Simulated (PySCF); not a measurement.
**Ge⁺ (germanium, charge +1) across methods**

[Ar] 3d10 4s1 4p1 5s1, high-spin 4P determinant (an excited configuration). Calculation: PySCF 2.14, in aug-cc-pVQZ-PP with one added diffuse shell each of s, p, d, f, g type with ECP10MDF (8s7p6d4f3g, 114 functions); scalar relativity through the core potential.

| method | E (hartree) | mean ε 4s α (eV) | mean ε 4p α (eV) | mean ε 5s α (eV) | Σ⟨r²⟩ (bohr²) | ⟨S²⟩ |
| --- | --- | --- | --- | --- | --- | --- |
| revPBE | -293.7472 | -24.978 | -15.777 | -6.825 | 48.54 | 3.751 |
| r2SCANh | -293.5624 | -26.229 | -16.781 | -6.957 | 49.22 | 3.751 |
| PW91 | -293.7897 | -25.214 | -15.870 | -6.863 | 48.46 | 3.751 |
| PBE0 | -293.6511 | -26.584 | -17.057 | -7.242 | 49.05 | 3.751 |
| r2SCAN | -293.5636 | -25.674 | -16.332 | -6.800 | 49.04 | 3.752 |
| UHF | -292.58347 | -30.492 | -20.423 | -8.117 | 51.49 | 3.751 |
| PBE | -293.6810 | -25.095 | -15.803 | -6.838 | 48.56 | 3.751 |
| LDA | -293.1931 | -25.470 | -15.860 | -6.897 | 48.33 | 3.751 |

Energies and moments cover only the electrons outside the core potential. The outer electron is Rydberg-like, and this basis confines it to a smaller radius and binds it less than a complete one would.
